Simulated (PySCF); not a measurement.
A run for PySCF: R-B3LYP/3-21G on CH3FSn (SMILES [CH3][Sn][F]), a point of a torsion scan.

```python
from pyscf import gto, scf, dft, mp
from pyscf.data.elements import chemcore

mol = gto.M(
    atom='''
    C    -0.68095450    0.02691535   -0.00403327
    Sn    1.30017986    1.13458351    0.02390296
    F     2.39428229   -0.54702800    0.50091892
    H    -0.86771934   -0.41568324    0.97859099
    H    -1.54722698    0.64036840   -0.26485147
    H    -0.62798489   -0.79985943   -0.71800936
    ''',
    basis='3-21g',
    charge=0, spin=0, verbose=3, max_memory=1800)
mf = dft.RKS(mol, xc='b3lyp')
mf.conv_tol = 1e-8
mf.max_cycle = 100
mf.kernel()
if not mf.converged:
    mf = mf.newton().run(mf.mo_coeff, mf.mo_occ)
```

Q: Predict the final total energy.

A: -6137.8597 hartree.
